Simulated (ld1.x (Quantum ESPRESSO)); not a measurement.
carbon, ultrasoft: configuration errors across variants

| Quantity | Value |
| --- | --- |
| Element | carbon (C) |
| Generator | ld1.x (Quantum ESPRESSO) 7.5 |
| Type | ultrasoft |
| Functional | LDA (PZ) |
| Relativity | scalar-relativistic |
| Frozen core | [He] |
| Valence charge | 4 |
| Reference configuration | 2s2 2p0 (charge +2) |
| Partial waves | 2s (bound): rcut 0.65, rcutus 0.85 bohr; 2s channel at 2.15 Ry: rcut 0.65, rcutus 0.85 bohr; 2p (bound, empty): rcut 1.50, rcutus 2.10 bohr; 2p channel at -1.4 Ry: rcut 1.50, rcutus 2.10 bohr |
| Local potential | all-electron potential smoothed inside 1.55 bohr (lloc = -1) |
| Core correction | Bessel-smoothed model core inside 0.55 bohr |
| Augmentation charge | built from norm-conserving waves at rcut, not smoothed further |

All-electron excitation energies from the reference (eV): (1) 2s2 2p2 -35.247; (2) 2s2 2p1 -24.259; (3) 2s1 2p0 47.970; (4) 2s2 2p1.5 -31.219; (5) 2s2 2p2.3 -36.446; (6) 2s1 2p2 -15.765; (7) 2s1 2p3 -27.006.

Tests that are not counted but printed errors over 1 eV. “core correction Bessel-smoothed model core inside 0.92 bohr”: 2s2 2p2.3 (solver errors, printed error -140 eV). “wave 2p channel at -1.4 Ry: rcut 1.50, rcutus 2.10 bohr becomes 2p channel at -1.45 Ry: rcut 1.50, rcutus 2.10 bohr”: 2s2 2p2.3 (solver errors, printed error -144 eV).

2 further variants failed, have other tests or another functional or relativity, and are left out.

A true bound ghost makes a file unfit for plane-wave use even where its test errors are small: the radial tests pick states by their node count and pass the ghost by.

Errors AE − PS in meV (a dash: test not solved or not reliable):

```tsv
change	(1)	(2)	(3)	(4)	(5)	(6)	(7)	bound ghosts
base	+80	+37	+15	+62	+87	+94	+137	none
type TM; waves now 2p (bound): rc 2.10 bohr; 2s (bound): rc 0.85 bohr; local potential the s channel	+284	+132	+35	+221	+305	+265	+419	none
core correction Bessel-smoothed model core inside 0.92 bohr	+116	+55	+34	+90	–	+151	+214	none
augmentation PSQ, radius 0.60 bohr	-11	-3.7	+11	-7.8	-11	+7.6	-0.1	none
all radii but the core radius scaled by about 1.31 (s 1.12, p 2.74 bohr, rcut 0.84/1.96); local potential all-electron potential smoothed inside 2.02 bohr (lloc = -1)	-1277	-124	+31	-548	-1749	-287	-1938	p
local potential all-electron potential smoothed inside 0.78 bohr (lloc = -1)	+134	+45	+17	+87	–	–	–	none
wave 2p channel at -1.4 Ry: rcut 1.50, rcutus 2.10 bohr becomes 2p channel at -1.45 Ry: rcut 1.50, rcutus 2.10 bohr	+80	+37	+15	+61	–	+93	+137	none
```

Task: Give the same row for: waves 2p (bound): rcut 1.38, rcutus 1.46 bohr; 2p channel at -1.4 Ry: rcut 1.38, rcutus 1.46 bohr.

Result: +61, +28, +15, +47, +66, +75, +108; bound ghosts: none.
